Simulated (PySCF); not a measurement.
# H3IS: one-bond stretch

Method: PBE0 in PySCF with I def2-TZVP with ECP28, S def2-TZVP, H def2-TZVP; scalar-relativistic core potentials, no spin–orbit coupling; density-fitted integrals.

Rigid scan from the singlet minimum (I–H 1.682 Å, I–H 1.760 Å (×2), I–S 2.278 Å; H–I–H 82.0° (×2), H–I–H 158.1°, H–I–S 88.8° (×2), H–I–S 126.5°). Coordinate: the bond from I to the last atom (H) scaled, the rest fixed. Energies in kJ/mol from the minimum.

(1) Predict the curve at 0.92, 0.96, 1.00, 1.05, 1.12, 1.20, 1.35, 1.55, 1.80, 2.20.

Results:

(1) 
| scale of one bond | E (kJ/mol) | dipole size (D) |
| --- | --- | --- |
| 0.92 | 12.3 | 4.23 |
| 0.96 | 2.7 | 4.15 |
| 1.00 | 0.0 | 4.09 |
| 1.05 | 3.3 | 4.02 |
| 1.12 | 16.3 | 3.97 |
| 1.20 | 38.0 | 3.97 |
| 1.35 | 86.2 | 4.14 |
| 1.55 | 149.3 | – |
| 1.80 | 213.4 | – |
| 2.20 | 278.9 | – |

At long bonds a restricted determinant can lie too high, and another spin state can fall below this curve.

Other isomers or separated fragments may lie lower.
